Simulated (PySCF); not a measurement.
**Magnetic susceptibility: cyclo-(Me2GeO)3**

Geometry:
```
atom   x (Å)   y (Å)   z (Å)
 Ge1   0.835  -0.305  -1.627
  C2  -0.113   0.211  -3.293
  C3   2.638  -1.123  -1.741
  O4   0.991   1.148  -0.645
 Ge5   0.242   1.615   0.878
  C6   1.706   1.853   2.195
  C7  -0.987   3.124   0.494
  O8  -0.751   0.274   1.442
 Ge9  -1.060  -1.319   0.759
 C10  -0.252  -2.651   1.986
 C11  -3.000  -1.410   0.353
 O12  -0.202  -1.442  -0.774
 H13  -1.073   0.659  -3.054
 H14   0.481   0.928  -3.850
 H15  -0.278  -0.667  -3.908
 H16   3.331  -0.422  -2.196
 H17   2.596  -2.023  -2.346
 H18   2.997  -1.382  -0.749
 H19   2.288   0.939   2.281
 H20   2.360   2.658   1.877
 H21   1.289   2.097   3.167
 H22  -0.426   3.964   0.097
 H23  -1.735   2.824  -0.235
 H24  -1.488   3.431   1.406
 H25   0.808  -2.448   2.115
 H26  -0.740  -2.603   2.954
 H27  -0.372  -3.649   1.577
 H28  -3.278  -0.620  -0.339
 H29  -3.238  -2.370  -0.094
 H30  -3.571  -1.293   1.268
```

Method: GIAO KT3/def2-SVP magnetisability, rotational g tensor and spin-rotation constants, non-relativistic, gas phase (PySCF). Geometry: GFN2-xTB.

The calculation is non-relativistic, which matters for the atoms heavier than Zn.

(1) How diamagnetic is it, and how anisotropic?

(2) Split it along the inertial axes a, b, c into diamagnetic and paramagnetic parts about the centre of mass, with the quadrupole moment.

(3) And the rotational g tensor?

Answers

(1) Isotropic -2860 × 10⁻³⁰ J/T², or -172.2 × 10⁻⁶ cm³/mol; principal values -2891, -2891, -2798 × 10⁻³⁰ J/T², anisotropy 94 × 10⁻³⁰ J/T² (root of half the summed squared differences of the principal values). The susceptibility is in cgs units.

(2) 
```tsv
axis	χ (10⁻⁶ cm³/mol)	diamagnetic (10⁻⁶ cm³/mol)	paramagnetic (10⁻⁶ cm³/mol)	summed x² of all electrons (Å²)	quadrupole Θ (D Å)
a	-174.1	-2805.7	2631.5	457.0	+0.21
b	-174.1	-2805.7	2631.5	457.0	+0.21
c	-168.5	-3877.3	3708.8	204.4	-0.42
```
Anisotropies 2χaa − χbb − χcc = -5.6 and 2χbb − χaa − χcc = -5.6 × 10⁻⁶ cm³/mol. Θ is traceless in Buckingham's convention.

(3) 
| axis | rotational constant (GHz) | g | nuclear part | electronic part |
| --- | --- | --- | --- | --- |
| a | 0.4512 | -0.0020 | 0.5558 | -0.5578 |
| b | 0.4510 | -0.0020 | 0.5556 | -0.5576 |
| c | 0.3040 | -0.0021 | 0.5275 | -0.5297 |

Oblate top; isotopes 12C, 74Ge, 1H, 16O; no vibrational averaging.
